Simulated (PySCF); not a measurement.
Radial density of Ti (titanium, neutral)

MN15, [Ar] 3d2 4s1 5s1, high-spin 5F determinant (an excited configuration). Computed with PySCF 2.14 in aug-cc-pVDZ-DK (7s6p4d2f, 59 functions), with the spin-free X2C one-electron Hamiltonian (Gaussian nucleus).

```csv
r (bohr),4πr²ρ (e/bohr),4πr²(ρα − ρβ)
0.00124,0.1783,0.0001
0.00209,0.4560,0.0003
0.00351,1.142,0.0007
0.00591,2.756,0.0016
0.00994,6.251,0.0035
0.0167,12.69,0.0070
0.0281,21.30,0.0107
0.0473,26.17,0.0091
0.0795,21.79,-0.0002
0.134,20.73,0.0138
0.225,28.08,0.0932
0.379,15.76,0.3281
0.637,8.285,1.0189
1.07,9.159,1.2926
1.80,2.393,0.8950
3.03,0.5535,0.5243
5.10,0.1375,0.1374
8.57,0.1515,0.1514
14.4,0.02144,0.0214
```

Densities and radii are taken from the X2C orbitals without a picture-change correction, which distorts them close to the nucleus.

The outer electron is Rydberg-like, and this basis confines it to a smaller radius and binds it less than a complete one would.
